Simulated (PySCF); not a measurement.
Unknowns

[PySCF: σ from GIAO-PBE0/pcSseg-1; J: B3LYP/pcJ-1; coordinates at the GFN2-xTB level; equivalent nuclei averaged; no relativistic terms; gas phase; a single conformation]

References, each an isolated molecule treated in the same way: 1H (σref 31.72), 13C (σref 186.93) against TMS. Multiplet labels drop J under 1 Hz and among equivalent protons, and merge close values. Unscaled 3J(H,H) run several per cent high. Splittings of carbon signals by F and P are missing where no couplings were computed. Where no couplings were computed, multiplicities follow the n + 1 count of equivalent neighbours, and m marks all less simple cases (inequivalent or close neighbours, rings, F or P nearby). Shifts are as computed. Against solution values, carbons near 30 ppm lie about +3 ppm off and those near 130 ppm about +5 ppm. Of 1211 compounds with measured shifts, 218 miss one by over three times the rms of a fit or turn the order of signals round; such compounds aren't used in these exercises.

Q: C$_{7}$H$_{14}$. 1H NMR (300 MHz, computed): δ 2.13 (m, 2H), 1.94 (m, 1H), 1.77 (m, 1H), 1.73 (m, 1H), 1.69 (m, 2H), 1.19 (m, 1H), 0.82 (d, 6H). 13C{1H} NMR (computed): δ 43.2 (CH), 41.7 (CH), 27.7 (CH2), 21.2 (CH3), 16.4 (CH2). What is it?

A: `CC(C)C1CCC1`. Rings plus π bonds: 1 (1 ring in the answer). 5 carbon signals for 7 carbons: some carbons are equivalent by symmetry or fast rotation. Carbon types of the structure: 2 × CH, 3 × CH2, 2 × CH3, which accounts for all hydrogens. δC 43.2: sp3 CH in a ring; a saturated carbon with 3 carbon neighbours and no heteroatom attached. δC 41.7: sp3 CH; aliphatic region, no heteroatom directly attached. δH 1.73: hydrogen on an sp3 CH in a ring; far from electronegative atoms and π systems. δH 0.82: hydrogen on a methyl carbon; far from electronegative atoms and π systems.

The shifts were computed for this structure.

Q: C$_{4}$H$_{2}$O$_{3}$. 1H NMR (300 MHz, computed): δ 8.27 (d, J = 1.3 Hz, 1H), 7.15 (d, J = 1.3 Hz, 1H). 13C{1H} NMR (computed): δ 166.9 (C), 162.2 (CH), 139.0 (C), 136.7 (CH). Give a structure.

A: SMILES C1(=O)C(OC=O)=C1. Rings plus π bonds: 4 (1 ring in the answer). 4 carbon signals for 4 carbons: no two carbons are equivalent. Carbon types of the structure: 2 × C, 2 × CH, which accounts for all hydrogens. δC 166.9: unsaturated ring carbon. δC 162.2: ester carbonyl carbon; lone-pair donation from the attached heteroatom keeps it upfield of a ketone carbonyl. δC 139.0: ring carbonyl carbon. δC 136.7: unsaturated ring CH.

The shifts were computed for this structure.

Q: C$_{7}$H$_{9}$OP. 1H NMR (400 MHz, computed): δ 7.16 (m, 1H), 6.72 (m, 1H), 6.69 (m, 1H), 6.36 (m, 1H), 5.89 (m, 1H), 5.88 (m, 1H), 2.08 (s, 3H). 13C{1H} NMR (computed): δ 158.4, 149.5, 144.9, 141.4, 138.0, 131.5, 22.3. Give a structure.

A: `C=C[P@]1(=O)C=CC(C)=C1`. 7 carbon signals for 7 carbons: no two carbons are equivalent. Carbon types of the structure: 1 × C, 4 × CH, 1 × CH2, 1 × CH3, which accounts for all hydrogens. δC 158.4: fully substituted alkene carbon; as expected for a trigonal carbon in a double bond. δC 149.5, 141.4, 138.0, 131.5: alkene CH; an sp2 carbon of a C=C bond. δC 144.9: terminal =CH2 carbon; an sp2 carbon of a C=C bond. δH 2.08: hydrogen on an allylic methyl carbon; allylic position.

This is the structure that produced the data.

Q: C$_{7}$H$_{9}$OP. 1H NMR (400 MHz, computed): δ 2.60 (m, 4H), 2.35 (m, 1H), 2.08 (m, 4H). 13C{1H} NMR (computed): δ 214.7 (C), 99.6 (CH), 92.5 (C), 38.7 (CH2), 24.0 (CH2). Identify the compound.

A: `C#CP1CCC(=O)CC1`. 5 carbon signals for 7 carbons: some carbons are equivalent by symmetry or fast rotation. Carbon types of the structure: 2 × C, 1 × CH, 4 × CH2, which accounts for all hydrogens. δC 214.7: ketone carbonyl carbon; the double bond to the heteroatom, with no lone-pair donor beside it, deshields it most. δC 99.6: terminal alkyne carbon; sp carbons lie upfield of alkene carbons because the cylindrical π system leaves one tensor component strongly shielded. δC 92.5: alkyne carbon; the triple bond shields along its axis, which puts it between sp3 and sp2 carbons. δH 2.60: hydrogen on an sp3 CH2 α to a carbonyl; α to C=O.

The shifts were computed for this structure.
